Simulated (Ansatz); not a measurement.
Reactions of C₄H₁₁ClFGaSi (`C[Si](C)(C)[CH2][Ga]([F])[Cl]`).

Isolated molecules relaxed with PBE0-D4/def2-TZVP in Ansatz; ΔE leaves out vibrations. CBS: MP2 limit from def2 TZ/QZ plus the TZ coupled-cluster correction, frozen cores. This one scheme is used for every species. For Ga, Ge outer-core shells are correlated without core-valence functions, which leaves a few kJ/mol of doubt a bond. Scalar relativity is left out up to krypton. One conformer a species, not always the lowest.

Order these by ΔE at CCSD(T)/CBS, lowest first. (Estimate.)
A. `C[Si](C)(C)[CH2][Ga]([F])[Cl]` + GeH₄ → `[F][Ga]([Cl])[GeH3]` + `C[Si](C)(C)C`
B. `C[Si](C)(C)[CH2][Ga]([F])[Cl]` + `OCBCl` → `O[CH2][Ga]([F])[Cl]` + `C[Si](C)(C)CBCl`
C. `C[Si](C)(C)[CH2][Ga]([F])[Cl]` + SiH₄ → `[F][Ga]([SiH3])[Cl]` + `C[Si](C)(C)C`
D. `C[Si](C)(C)[CH2][Ga]([F])[Cl]` + HCl → `[F][Ga]([Cl])[Cl]` + `C[Si](C)(C)C`

D (-73.9 kJ/mol), A (-24.4 kJ/mol), C (-4.9 kJ/mol), B (+20.0 kJ/mol).

Largest T1 diagnostic: 0.013, for `[F][Ga]([SiH3])[Cl]`.
